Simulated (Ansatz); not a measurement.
Reaction (cleavage of the Ga–Si bond): `S[SiH2][GaH2]` + `BN` → `B[NH][GaH2]` + `[SiH3]S`

Gas-phase electronic energies from Ansatz, PBE0-D4/def2-TZVP geometries. CBS: MP2 limit from def2 TZ/QZ plus the TZ coupled-cluster correction, frozen cores. This one scheme is used for every species. Functionals use def2-TZVPP. B3LYP here is the variant with VWN-RPA as its local correlation; programs differ in this. For Ga outer-core shells are correlated without core-valence functions, which leaves a few kJ/mol of doubt a bond. Scalar relativity is left out up to krypton. Each species was taken in one conformer, which may not be the lowest.

```json
{"level": "r2SCAN-D4", "ΔE (kcal/mol)": "-4.6"}
{"level": "PBE0-D4", "ΔE (kcal/mol)": "-2.8"}
{"level": "B3LYP-D4", "ΔE (kcal/mol)": "-4.9"}
{"level": "BLYP", "ΔE (kcal/mol)": "-4.6"}
```

(1) What does CCSD(T)/CBS give? (An estimate is asked.)

Largest T1 diagnostic among the species: 0.013.

Answers

(1) Computed: -6.9 kcal/mol. The listed levels differ from it by 2.3, 4.1, 2.0, 2.3 kcal/mol.

Leaving LDA and LC-ωPBE aside and taking each functional with its dispersion term where it has one, the values, not all of them listed here, spread over 5.5 kcal/mol, from B2PLYP to PBE-D4. From PBE to PBE0 (25 % exact exchange), in def2-TZVPP and without D4, ΔE moves by −1.2 kcal/mol.
